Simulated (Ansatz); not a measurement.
trifluoroacetic acid (C₂HF₃O₂), singlet, at a GFN2-xTB geometry, with bond 6-4 at 2.2 times its length; HF/3-21G run with Ansatz (a program for electronic structure).

Here is a job for Ansatz.
Ansatz 0.2 input:
```yaml
crystal:
  periodic: [false, false, false]
  atoms:
    - {symbol: O, position_ang: [1.58117628, -0.84821747, 0.38900017]}
    - {symbol: C, position_ang: [0.94347052, 0.23215721, -0.01055559]}
    - {symbol: O, position_ang: [1.42485188, 1.27590560, -0.32008031]}
    - {symbol: C, position_ang: [-0.59069935, -0.04820435, -0.02532297]}
    - {symbol: F, position_ang: [-1.02806939, -0.38485394, 1.19219374]}
    - {symbol: F, position_ang: [-2.09910095, 2.29852386, -0.90180227]}
    - {symbol: F, position_ang: [-0.88562209, -1.05668212, -0.85174030]}
    - {symbol: H, position_ang: [2.54539899, -0.71781028, 0.41333544]}
basis:
  gaussian:
    orbitals: 3-21G.json
hamiltonian:
  xc: hf
```
The basis file holds 3-21G in the JSON format of the Basis Set Exchange.

What the program printed (banner, timings and long lists left out):

```
Functional definition: HF
700 factors; integrals over basis functions are off by at most 5.1e-4 eV
mean field evaluation 1: about -14169.4968 eV, gradient 6.9e1 eV
mean field evaluation 2: about -14169.8720 eV, gradient 6.9e1 eV
mean field evaluation 4: about -14177.8522 eV, gradient 3.4e1 eV
mean field evaluation 8: about -14181.5662 eV, gradient 2.7e0 eV
mean field evaluation 16: about -14181.7253 eV, gradient 4.8e-1 eV
mean field -14181.72686921 eV, -521.1688497236 hartree, gradient 1.5e-5 eV, S^2 0.000000; 0 other end points of the search recorded, 0 dependent functions left out
reference -14181.72686921 eV, -521.1688497236 hartree; 28, 28 occupied and 37, 37 virtual orbitals, 700 factors
Total energy: -14181.72686921 eV, -521.1688497236 hartree
```
